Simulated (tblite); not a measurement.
Run record: tight-binding relaxation, `C(/[Se]C)(=C/B(O)O)[CH2]` [radical].

Computed with GFN2-xTB geometry optimisation, gas phase (tblite 0.8.0). Start geometry: from a force field or distance geometry. The input is one job of a driver script: a line of settings, then coordinates in Å.

Command:
```bash
OMP_NUM_THREADS=1 python probes_run.py task.json out
```

Input:
```
{"job": {"kind": "relax", "xc": "GFN2-xTB", "basis": "xTB"}, "charge": 0, "multiplicity": 2}
C     -0.859900     2.052900    -0.164400
C     -0.130300     0.770500    -0.185400
C      1.223500     0.836000    -0.151000
B      2.079200    -0.453300    -0.173300
O      1.419200    -1.680100     0.291200
O      3.525500    -0.339900    -0.263900
Se    -0.933800    -0.944700    -0.222400
C     -2.559900    -1.116200     0.770900
H     -0.238400     2.862700    -0.620900
H     -1.831600     2.002300    -0.696700
H      1.700500     1.809300    -0.131200
H      1.628700    -2.371000    -0.383500
H      3.764900     0.224900    -1.029200
H     -3.303000    -1.631900     0.080400
H     -3.063600    -0.174700     1.060100
H     -2.428500    -1.838000     1.610300
```

Output:
```
step      E/eV     max force
  0    -682.85431    3.633
  1    -683.52564    2.265
  2    -683.89785    1.842
  3    -684.03411    1.047
  4    -684.20681    0.967
  5    -684.27497    0.802
  6    -684.36304    0.744
  7    -684.42468    0.632
  8    -684.47915    0.580
  9    -684.53024    0.586
... (154 lines left out)
164    -685.14940    0.036
165    -685.14950    0.021
166    -685.14957    0.019
167    -685.14960    0.017
168    -685.14963    0.015
169    -685.14965    0.016
170    -685.14968    0.017
171    -685.14970    0.016
172    -685.14972    0.011
173    -685.14973    0.006
```

«max force» is the largest atomic force in eV/Å.

Question: From which step on does the largest force stay under 0.1 eV/Å, and how much energy is left to gain from there?

Answer: From step 133 (0.099 eV/Å), 22.2 meV above the end.

Summary of the converged run: energy lowered by 52.9 kcal/mol over 173 steps; largest atomic force 0.006 eV/Å at the end.

Question: Give the final coordinates.

Answer: 0.744 Å rms from the input after alignment:
```
atom  x, y, z in Å
C1    -0.9168    1.6775    0.0854
C2    -0.1199    0.5692   -0.0106
C3     1.2547    0.6714   -0.2483
B4     2.2087   -0.5351   -0.3729
O5     1.6604   -1.7689   -0.2352
O6     3.5512   -0.4478   -0.6106
Se7   -0.8720   -1.1895    0.1815
C8    -2.7670   -0.7551    0.4880
H9    -0.4864    2.6591   -0.0233
H10   -1.9740    1.6304    0.2659
H11    1.6308    1.6841   -0.3470
H12    2.2679   -2.5043   -0.3161
H13    3.9027    0.4352   -0.7011
H14   -3.2710   -1.7117    0.6101
H15   -3.1883   -0.2371   -0.3697
H16   -2.8885   -0.1686    1.3950
```

Hardware: Arm Neoverse V2, one thread, no GPU, on a shared host. Cost: 1.1 s of wall time.
Labels such as C1 count atoms from 1, the log's own numbers from 0.
